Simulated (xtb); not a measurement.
FGa (SMILES [F][Ga]), singlet, geometry from GFN2-xTB (such geometries of metal compounds can be far from the true shape).

Here is a job for xtb.
```
$ xtb mol.xyz --gfn 2 --etemp 5000 --json

# file mol.xyz
2

Ga    -0.00000000    -0.00000000    -0.40479707
F      0.00000000     0.00000000     1.39430103
```

Task: What does this run give for the dipole moment, HOMO-LUMO gap, partial charges in atom order?

Result: 
The dipole moment is 3.60 D. The HOMO-LUMO gap is 6.43 eV. The partial charges in atom order comes out as Ga1 0.37, F2 -0.37.
